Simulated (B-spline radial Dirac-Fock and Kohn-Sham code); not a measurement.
Run log: Ca

ΔSCF core binding energies without Breit or QED terms, calculated with a radial finite-basis atomic code. Keys: rel is the Hamiltonian (dirac, or spin-free x2c and nr, where L3 and M5 stand for the whole 2p and 3d shells), method is hf or an exchange,correlation pair (spin-unpolarised, also for the hole states), nuc the nuclear model, radius_factor scales its radius, rmax is the box in bohr, h the logarithmic mesh step, order the B-spline order, points the quadrature points per cell, c_factor scales the speed of light, and damp, ndamp, maxit and tol steer the iteration. The run stops when the commutator error falls below 10·tol·max(1, Z/10), or the numerical noise floor, and the energy has settled to about 1e-8 Ha; the virial ratio is −V/T.

Input (task.json):

```json
{"items": [{"Z": 20, "q": 0, "cfg": [[1, 0, 2], [2, 0, 2], [2, 1, 6], [3, 0, 2], [3, 1, 6], [4, 0, 2]], "A": 40, "rrms": 3.4776, "do": "settings", "holes": ["K", "L3", "M5"],
  "settings": [{"rel": "dirac", "method": "hf", "nuc": "fermi", "radius_factor": 1.0, "rmax": 45.0, "h": 0.3, "order": 8, "points": 10, "c_factor": 0.0978, "maxit": 97, "damp": 0.5, "ndamp": 3, "tol": 1e-08}]}]}
```

Command: `python xray2_run.py task.json out`

Ground-state iterations:

```
iter   energy (Ha)        error
   1     -883.57834790  2.89e+00
   2     -897.20935489  7.26e-01
   3     -899.61581104  2.28e-01
   4     -899.78187319  8.27e-02
   5     -899.79806996  2.19e-02
   6     -899.80021396  1.62e-03
   7     -899.80024180  3.05e-04
   8     -899.80024313  3.51e-05
   9     -899.80024323  9.43e-06
  10     -899.80024324  1.00e-06
  11     -899.80024324  9.16e-08
```

The ground state converged in 11 iterations, with total energy -899.80024 Ha, virial ratio 1.21219 and highest orbital energy -7.60 eV. ΔSCF binding energies: K (1s) 4185.2 eV, L3 (2p3/2) 272.6 eV. Holes are computed only in closed shells, and unreliable hole states are left out.

Problem. One setting is unsound. Which, and why?

Solution. c_factor makes c so small that Zα exceeds 1, so any numbers that come out have no meaning. With the default settings (Dirac Hartree-Fock): The ground state converged in 11 iterations, with total energy -679.71013 Ha, virial ratio 1.99130 and highest orbital energy -5.34 eV. ΔSCF binding energies: K (1s) 4052.4 eV, L3 (2p3/2) 357.2 eV. Holes are computed only in closed shells, and unreliable hole states are left out.
